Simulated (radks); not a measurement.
Question: Species: Ag I. Configuration: [Kr] 4d10 5s1. All-electron calculation, non-relativistic Kohn-Sham, PBEsol, spin-polarised, spherical densities, point nucleus; open shells are filled with parallel spins first (spin-orbit coupling, left out, can overturn this in heavy ions); relativity is left out, which matters for an element this heavy. Program: a radial shooting solver on a logarithmic mesh with Libxc functionals. Some entries of the table are withheld. Estimate them.

orbital,occ.,eigenvalue (eV),r(max) (bohr),<r^2> (bohr^2)
1s up,1,-24515.14,0.02145,0.001405
1s down,1,-24515.12,0.02145,0.001405
2s down,1,-3535.211,0.1191,0.02321
2s up,1,-3535.204,0.1191,0.02321
2p down,3,-3290.233,0.09340,0.01754
2p up,3,-3290.230,0.09340,0.01754
3s up,1,-644.7418,0.3448,0.1663
3s down,1,-644.7340,0.3448,0.1663
3p up,3,-546.0034,0.3313,0.1617
3p down,3,-545.9966,0.3313,0.1617
3d up,5,-363.3242,0.2741,0.1422
3d down,5,-363.3235,0.2741,0.1422
4s down,1,-87.5897,(1),1.008
4s up,1,-87.5769,(2),1.009
4p up,3,(3),0.8877,1.184
4p down,3,(4),0.8877,1.181
4d up,5,-7.9526,1.031,2.490
4d down,5,-7.7728,1.029,2.394
5s up,1,-4.3525,2.629,12.47
5s down,0,-3.4750,2.601,12.66

Answer: 
(1) 4s down r(max) (bohr): 0.8485
(2) 4s up r(max) (bohr): 0.8484
(3) 4p up eigenvalue (eV): -56.5806
(4) 4p down eigenvalue (eV): -56.5787
